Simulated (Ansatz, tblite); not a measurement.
Forces on the cluster Rh₃⁻ at its PBE-D4/def2-TZVPD geometry. Total charge -1; singlet.

In the def2 sets Rh takes a core potential; there is no spin–orbit coupling. The xTB rows come from tblite. At PBE0-D4/def2-TZVPD the restricted singlet is unstable: a solution with broken spin symmetry lies lower. At PBE0-D4/def2-TZVPD the highest occupied level of the charge -1 singlet lies above zero (up to 0.15 eV). The electron is either unbound and held by the finite basis, or the level is raised by self-interaction error. The geometry of the singlet was relaxed on an unsound state (an occupied level 0.16 eV above an empty one). At PBE0-D4/def2-TZVPD a quintet of charge -1 lies 1.38 eV below the restricted singlet, each at its own geometry. The structure comes from a short search, and lower isomers may exist.

GFN1-xTB (tblite), largest force 0.20 eV/Å:

```xyz
3
positions Å, forces eV/Å
Rh    1.018   -0.802   -0.478   -0.149    0.117    0.070
Rh   -0.529    0.994   -0.800    0.077   -0.146    0.118
Rh   -0.489   -0.192    1.278    0.072    0.029   -0.188
```

GFN2-xTB (tblite), largest force 1.90 eV/Å:

```
Rh 1.398 -1.103 -0.656
Rh -0.727 1.366 -1.098
Rh -0.671 -0.263 1.753
```

PBE0-D4/def2-TZVPD (Ansatz), largest force 0.50 eV/Å:

```
Rh -0.371 0.293 0.174
Rh 0.193 -0.363 0.292
Rh 0.178 0.070 -0.466
```
